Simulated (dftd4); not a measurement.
C4H12Ge (SMILES CC(C)[CH2][GeH3]), singlet, at a GFN2-xTB geometry; D4 for tpss run with dftd4.

Here is a job for dftd4.
```
$ dftd4 mol.xyz --func tpss --charge 0 --json dftd4.json --noedisp

# file mol.xyz
17

Ge     1.19204730     0.56714476    -0.05754356
C     -0.14291499    -0.40813352     1.02478555
C     -1.47181421    -0.75171789     0.35417463
C     -1.27787032    -1.78595875    -0.74868490
C     -2.14060935     0.49817568    -0.20427519
H      2.47695911     0.63797260     0.70755841
H      1.51822983    -0.07475567    -1.36893037
H      0.79742154     1.98087734    -0.34754028
H     -0.33651492     0.20244411     1.91116398
H      0.32633876    -1.32831449     1.38212088
H     -2.13107858    -1.18576940     1.11818937
H     -0.64106043    -1.38068517    -1.53369694
H     -2.23428227    -2.05938865    -1.18936037
H     -0.81099573    -2.68634650    -0.35444740
H     -1.53940228     0.90778741    -1.01628749
H     -2.24171535     1.25754145     0.56886375
H     -3.13015973     0.26581165    -0.59224003
```

Output, abridged:

```
                    ____  _____ _____     ____  _  _
      -------------|  _ \|  ___|_   _|---|  _ \| || |------------
     |             | | | | |_    | | ___ | | | | || |_           |
     |             | |_| |  _|   | ||___|| |_| |__   _|          |
     |             |____/|_|     |_|     |____/   |_|            |
     |             ===================================           |
     |            E. Caldeweyher, S. Ehlert & S. Grimme          |
     |          Mulliken Center for Theoretical Chemistry        |
     |                    University of Bonn                     |
      -----------------------------------------------------------

Rational (Becke-Johnson) damping: tpss-D4-ATM
---------------------
  s6         1.0000
  s8         1.7660
  s9         1.0000
  a1         0.4282
  a2         4.5426
 alp        16.0000
--------------------

Dispersion energy:      -1.8586188925756E-02 Eh

[Info] JSON dump of results written to 'dftd4.json'
```
